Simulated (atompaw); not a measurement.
**What one change does to a pseudopotential (Sm (Z = 62), PAW (atompaw))**

```json
{
 "Element": "Sm (Z = 62)",
 "Generator": "atompaw 4.2.0.5",
 "Type": "PAW",
 "Functional": "PBE",
 "Relativity": "scalar-relativistic",
 "Frozen core": "[Kr] 4d10 4f6",
 "Valence charge": "10",
 "Reference configuration": "5s2 5p6 5d0 6s1.5 6p0 (charge +0.5)",
 "Partial waves": "5s (bound): rc 2.45 bohr; 6s (bound): rc 2.25 bohr; 5p (bound): rc 2.50 bohr; 6p (bound, empty): rc 3.00 bohr; 5d (bound, empty): rc 2.30 bohr; 5d channel at 1.7 Ry: rc 3.00 bohr",
 "Local potential": "ultrasoft scheme with l = 3 at 0 Ry, radius 2.70 bohr",
 "Core correction": "smooth core density matched at 2.55 bohr",
 "Augmentation charge": "gaussian compensation charge, radius 2.95 bohr; PAW radius 3.00 bohr; waves and projectors: custom rrkj gramschmidtortho"
}
```

Change: wave 5p (bound): rc 2.50 bohr becomes 5p (bound): rc 1.98 bohr.

Cutoffs: the cutoffs (Ry, on a coarse ladder) from which the occupation-weighted sum of valence levels, in a spherical-Bessel basis at the reference potential, stays within 10 and 1 mRy of its value at 400 Ry; they do not see the model core or the augmentation charge, which bear on the density cutoff.

Q: What does the change do?

A: The potential gets harder (15 Ry and 21 Ry → 18 Ry and 35 Ry); the range in which the p phases agree narrows (upper end at the end of the scan → 0.9); neither file shows a bound ghost.

```tsv
quantity	base	changed
cutoff, loose	15 Ry	18 Ry
cutoff, tight	21 Ry	35 Ry
loose cutoff by channel (10 mRy a level)	s 12 Ry, p 10 Ry	s 12 Ry, p 15 Ry
bound ghosts	none	none
s: phases at 3.00 bohr within 0.05 rad from the reference energy up to (Ry; the scan ends near 5)	4.2	4.2
p: phases at 3.00 bohr within 0.05 rad from the reference energy up to (Ry; the scan ends near 5)	to the end of the scan	0.9
d: phases at 3.00 bohr within 0.05 rad from the reference energy up to (Ry; the scan ends near 5)	to the end of the scan	to the end of the scan
lowest overlap eigenvalue by channel	s 0.19, p 0.06, d 0.21	s 0.19, p 0.04, d 0.21
```

 The cutoffs see the waves, projectors and local potential, not the compensation charge or the core.
